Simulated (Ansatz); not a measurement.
Ga7P6H20⁻, a cluster cut from zinc blende GaP (hydrogen-capped), relaxed as a singlet with RKS PBE-D4/def2-SVP in Ansatz, starting from the GFN2-xTB geometry. Force threshold 0.03 eV/Å.

Single mean-field runs in def2-SVP are fitted with def2-universal-jkfit.

Start:

```tsv
atom	x (Å)	y (Å)	z (Å)
Ga1	-0.172	-0.051	-3.706
Ga2	2.610	-0.969	3.403
Ga3	-0.264	-2.540	-0.075
Ga4	1.910	0.420	-0.809
Ga5	-1.018	2.946	-1.588
Ga6	-1.177	0.665	1.633
Ga7	-3.554	0.219	-1.037
P8	3.166	-0.581	1.092
P9	0.776	-1.353	-1.889
P10	-1.996	1.067	-2.641
P11	0.284	-0.347	3.373
P12	-2.141	-1.119	0.415
P13	0.269	1.871	0.156
H14	-0.687	-1.034	-4.798
H15	0.936	0.988	-4.073
H16	3.385	0.072	4.270
H17	2.765	-2.474	3.755
H18	-0.734	-3.950	-0.528
H19	0.722	-2.468	1.171
H20	3.012	1.196	-1.615
H21	0.016	3.655	-2.508
H22	-2.077	3.824	-0.861
H23	-2.136	1.607	2.447
H24	-4.590	-0.722	-1.718
H25	-4.063	1.387	-0.133
H26	3.596	-1.804	0.604
H27	4.415	0.016	1.056
H28	1.841	-2.110	-2.363
H29	-2.757	1.623	-3.658
H30	-0.405	-1.477	3.778
H31	0.029	0.379	4.526
H32	-2.918	-1.732	1.390
H33	0.958	2.798	0.929
```

| step | energy (eV) | largest force component (eV/Å) | SCF passes |
| --- | --- | --- | --- |
| 1 | -422568.8702 | 1.218 | 17 |
| 2 | -422569.2040 | 0.432 | 19 |
| 3 | -422569.3350 | 0.084 | 18 |
| 4 | -422569.3897 | 0.045 | 18 |
| 5 | -422569.4207 | 0.135 | 18 |
| 6 | -422569.4269 | 0.212 | 18 |
| 7 | -422569.4390 | 0.093 | 19 |
| 8 | -422569.4478 | 0.080 | 19 |
| 9 | -422569.4482 | 0.106 | 19 |
| 10 | -422569.4518 | 0.019 | 20 |
| 11 | -422569.4529 | 0.036 | 19 |
| 12 | -422569.4531 | 0.094 | 18 |
| 13 | -422569.4539 | 0.065 | 21 |
| 14 | -422569.4548 | 0.009 | 20 |
| 15 | -422569.4552 | 0.009 | 18 |
| 16 | -422569.4554 | 0.030 | 19 |
| 17 | -422569.4555 | 0.010 | 14 |

Force components are those of the run's own axes.

End:

Cartesian coordinates in Å:
```
Ga -0.409 -0.201 -3.742
Ga 2.647 -0.641 3.418
Ga -0.325 -2.453 -0.162
Ga 2.038 0.501 -0.729
Ga -0.848 3.101 -1.390
Ga -1.120 0.755 1.764
Ga -3.552 0.052 -1.261
P 3.151 -0.753 1.063
P 0.785 -1.147 -1.849
P -1.881 1.241 -2.508
P 0.240 -0.519 3.362
P -2.082 -0.917 0.415
P 0.389 1.857 0.304
H -1.228 -1.373 -4.438
H 0.649 0.644 -4.579
H 3.134 0.796 3.890
H 3.120 -1.964 4.152
H -0.893 -3.814 -0.743
H 0.666 -2.523 1.101
H 3.177 1.302 -1.478
H 0.226 3.799 -2.332
H -1.936 3.973 -0.625
H -2.025 1.720 2.630
H -4.157 -1.137 -2.126
H -4.519 1.060 -0.498
H 3.258 -2.124 0.678
H 4.545 -0.422 0.987
H 1.812 -2.000 -2.376
H -2.642 1.889 -3.538
H -0.292 -1.839 3.481
H -0.118 -0.048 4.668
H -2.911 -1.620 1.352
H 1.101 2.806 1.109
```

By distances, no bond broke or formed. The bond that changes most is P10–H29, from 1.39 to 1.44 Å (atoms count from 1).

The force fell under the threshold at step 10, but the optimiser went on and released 0.004 eV more. No frequencies were taken in this run, so the end may be a saddle point.

Hardware: 2 threads of AMD EPYC 7R13 on a shared host and a share (18 GiB) of an NVIDIA H100 80GB HBM3. Wall time 93 s.
